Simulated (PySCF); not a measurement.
Isomers of C4H13P3, mass 154.023 u with the commonest isotopes. The calculation used PBE0/pcSseg-1 in PySCF (dipole) on a GFN2-xTB geometry, gas phase. One conformer each, none proved a minimum here; rigid rotors.

Task: Order these by rotational constant C, smallest first.
A. `[CH3:1][C:2]([CH3:3])([CH3:4])[P:5]([PH2:6])[PH2:7]` with C2–P5–P6–H 175° and 83°, C2–P5–P7–H 168° and -100°
B. `[CH3:1][P:2]([CH2:3][PH2:4])[CH2:5][CH2:6][PH2:7]` with C1–P2–C3–P4 -76°, P2–C3–P4–H -70° and -163°, C1–P2–C5–C6 155°, P2–C5–C6–P7 40°, C5–C6–P7–H 174° and 82°
C. `[CH3:1][CH2:2][CH2:3][P:4]([PH2:5])[CH2:6][PH2:7]` with C1–C2–C3–P4 176°, C2–C3–P4–P5 28°, C3–P4–P5–H 71° and 162°, C3–P4–C6–P7 140°, P4–C6–P7–H 162° and 70°

Result: B (678.4 MHz), C (738.3 MHz), A (925.0 MHz).

Task: Order these by out-of-plane moment Σ m c² = (Ia + Ib − Ic)/2, smallest first.
A. `[CH3:1][P:2]([CH2:3][PH2:4])[CH2:5][CH2:6][PH2:7]` with C1–P2–C3–P4 -76°, P2–C3–P4–H -70° and -163°, C1–P2–C5–C6 155°, P2–C5–C6–P7 40°, C5–C6–P7–H 174° and 82°
B. `[CH3:1][C:2]([CH3:3])([CH3:4])[P:5]([PH2:6])[PH2:7]` with C2–P5–P6–H 175° and 83°, C2–P5–P7–H 168° and -100°
C. `[CH3:1][CH2:2][CH2:3][P:4]([PH2:5])[CH2:6][PH2:7]` with C1–C2–C3–P4 176°, C2–C3–P4–P5 28°, C3–P4–P5–H 71° and 162°, C3–P4–C6–P7 140°, P4–C6–P7–H 162° and 70°

Result: A (33.99 u·Å²), B (75.92 u·Å²), C (89.93 u·Å²).

Task: Order these by rotational constant B, largest first.
A. `[CH3:1][C:2]([CH3:3])([CH3:4])[P:5]([PH2:6])[PH2:7]` with C2–P5–P6–H 175° and 83°, C2–P5–P7–H 168° and -100°
B. `[CH3:1][CH2:2][CH2:3][P:4]([PH2:5])[CH2:6][PH2:7]` with C1–C2–C3–P4 176°, C2–C3–P4–P5 28°, C3–P4–P5–H 71° and 162°, C3–P4–C6–P7 140°, P4–C6–P7–H 162° and 70°
C. `[CH3:1][P:2]([CH2:3][PH2:4])[CH2:5][CH2:6][PH2:7]` with C1–P2–C3–P4 -76°, P2–C3–P4–H -70° and -163°, C1–P2–C5–C6 155°, P2–C5–C6–P7 40°, C5–C6–P7–H 174° and 82°

Result: A (1313 MHz), C (894.4 MHz), B (807.2 MHz).

```csv
SMILES,point group,Ia (u·Å²),Ib (u·Å²),Ic (u·Å²),κ,μa (D),μb (D),μc (D)
CCCP(P)CP,C1,238.32,626.09,684.55,-0.90,0.96,1.34,0.35
CC(C)(C)P(P)P,C1,313.27,384.92,546.35,0.13,0.81,0.14,0.58
CP(CP)CCP,C1,247.92,565.05,744.99,-0.68,1.67,0.63,1.81
```
